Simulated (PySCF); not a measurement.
**[Mo(F)6] (charge 0, multiplicity 1)**

Calculation: PySCF with TPSSh-D3(BJ)/def2-TZVP // BP86-D3(BJ)/def2-SVP.

The HOMO is -11.66 eV and the dipole moment is 0.00 D. The HOMO–LUMO gap is 5.42 eV and the LUMO comes out as -6.25 eV. The charge on the central atom (Mulliken) is 2.04 e. The total energy is -667.7321 Ha and the cost is very roughly 5 core-minutes.

Bond lengths (Å): Mo1–F2 1.843, Mo1–F3 1.844, Mo1–F4 1.843, Mo1–F5 1.843, Mo1–F6 1.843, Mo1–F7 1.843. Bond angles (°): F2–Mo1–F3 90.0, F2–Mo1–F4 180.0, F2–Mo1–F5 90.1, F2–Mo1–F6 89.9, F2–Mo1–F7 90.1, F3–Mo1–F4 90.0, F3–Mo1–F5 180.0, F3–Mo1–F6 89.9, F3–Mo1–F7 90.0, F4–Mo1–F5 89.9, F4–Mo1–F6 90.1, F4–Mo1–F7 90.0, F5–Mo1–F6 90.0, F5–Mo1–F7 90.0, F6–Mo1–F7 180.0.
